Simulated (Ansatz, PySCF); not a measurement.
Gas-phase reaction R1 → P1 + P2, each structure at its B3LYP-D3(BJ)/def2-TZVP stationary point, reached from a drawn start (curvature not checked).
R1: SiCl4 (SMILES Cl[Si](Cl)(Cl)Cl), charge 0, multiplicity 1.
P1, Cl3Si (SMILES Cl[Si](Cl)Cl) (charge 0, multiplicity 2, Z-matrix in Å and degrees):
```
Si
Cl 1 2.0584
Cl 1 2.0584 2 109.38
Cl 1 2.0584 2 109.38 3 -119.78
```
P2: Cl atom, charge 0, multiplicity 2.

```csv
level,reaction energy (eV),"minus CCSD(T)/CBS(cc-pV(T+d)Z, cc-pV(Q+d)Z)",cost
HF/cc-pV(D+d)Z,3.450,-1.440,-
HF/cc-pV(T+d)Z,3.558,-1.331,-
HF/cc-pV(Q+d)Z,3.563,-1.327,-
SVWN5/def2-TZVPP,5.287,0.398,×0.7
PBE/def2-TZVPP,4.587,-0.303,×1
BLYP/def2-TZVPP,4.265,-0.624,×0.9
revPBE/def2-TZVPP,4.349,-0.540,×0.9
r2SCAN/def2-TZVPP,4.650,-0.239,×2
B97M-V/def2-TZVPP,4.857,-0.032,×2
B3LYP/def2-TZVPP,4.404,-0.485,×2
PBE0/def2-TZVPP,4.623,-0.266,×1
BHLYP/def2-TZVPP,4.424,-0.465,×2
M06-2X/def2-TZVPP,4.703,-0.186,-
CAM-B3LYP/def2-TZVPP,4.544,-0.346,×2
wB97X-V/def2-TZVPP,4.833,-0.056,×3
wB97M-V/def2-TZVPP,4.895,0.006,×3
B2PLYP/def2-TZVPP,4.596,-0.293,×2
MP2/cc-pV(D+d)Z,4.563,-0.326,-
MP2/cc-pV(T+d)Z,4.912,0.023,-
MP2/cc-pV(Q+d)Z,5.050,0.161,-
"MP2/CBS(cc-pV(T+d)Z, cc-pV(Q+d)Z)",5.147,0.258,-
SCS-MP2/cc-pV(D+d)Z,4.443,-0.446,-
SCS-MP2/cc-pV(T+d)Z,4.771,-0.118,-
SCS-MP2/cc-pV(Q+d)Z,4.915,0.026,-
CCSD/cc-pV(D+d)Z,4.278,-0.612,-
CCSD/cc-pV(T+d)Z,4.543,-0.347,-
CCSD/cc-pV(Q+d)Z,4.676,-0.213,-
CCSD(T)/cc-pV(D+d)Z,4.340,-0.550,×2
CCSD(T)/cc-pV(T+d)Z,4.644,-0.246,×10
CCSD(T)/cc-pV(Q+d)Z,4.788,-0.102,×70*
"CCSD(T)/CBS(cc-pV(T+d)Z, cc-pV(Q+d)Z)",4.889,0.000,×80*
```

 The comparison column counts from a level with limits of its own.

P less R. No zero-point or thermal terms; singlets are restricted closed shells; open shells are unrestricted; no spin–orbit coupling.

Frozen-core correlation throughout. CBS: X⁻³ extrapolation of the correlation energy, Hartree–Fock from the larger set.

Programs: Ansatz (Gaussian orbitals); PySCF for M06-2X. All values are computed, each at the level named.

Costs are rough ratios of core time to PBE/def2-TZVPP (about 10 s over the structures, on one shared machine); a dash marks a level with no comparable run of its own. A star marks coupled-cluster runs past 200 virtual orbitals, where the program's memory plan changes under this machine's limit, so their costs aren't comparable with smaller runs.

Ansatz is a first-principles code.
